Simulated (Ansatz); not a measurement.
CH4ClGeNO (`[Cl][GeH]1[NH]C[O]1`) at its PBE0-D4/def2-TZVP geometry, where that method's forces vanish. Total charge 0; spin multiplicity 1.

```xyz
9

Cl   -1.3240    2.1624   -1.5213
Ge   -1.0314    0.5361   -0.1665
N     0.2161   -0.6985   -0.6951
C     1.0464   -0.2910    0.4493
O     0.3026    0.7996    1.0000
H    -2.4202    0.1956    0.3856
H     0.0089   -1.6832   -0.7742
H     2.0310    0.0666    0.1292
H     1.1706   -1.0875    1.1930
```

(1) What forces (eV/Å) does ωB97M-V/def2-TZVPP give on these atoms in Ansatz? (An estimate is asked.)

Answers

(1) Computed: 
```
Cl1  0.011 -0.004  0.006
Ge2 -0.195  0.003  0.026
N3  -0.141 -0.101 -0.152
C4   0.411 -0.158  0.120
O5  -0.114  0.151  0.077
H6   0.134  0.023 -0.051
H7   0.017  0.047  0.015
H8  -0.107 -0.040  0.039
H9  -0.017  0.079 -0.081
```
